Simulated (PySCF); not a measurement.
A structure optimised at B3LYP-D3(BJ)/def2-SVP, used in a PySCF frequency run:

```
Ge
H 1 1.5410
H 1 1.5410 2 110.81
C 1 1.9534 2 112.31 3 -126.50
H 4 1.0994 1 109.88 2 -177.08
H 4 1.0994 5 108.94 1 -120.42
H 4 1.1011 5 109.09 6 -118.98
Cl 1 2.1886 2 106.73 3 115.84
```

Q: Write its SMILES, formula and point group.

A: [CH3][GeH2][Cl], CH5ClGe, Cs

Q: What are its rotational constants (standard atomic weights)?

A: 10.858, 3.2416, 2.6221 GHz
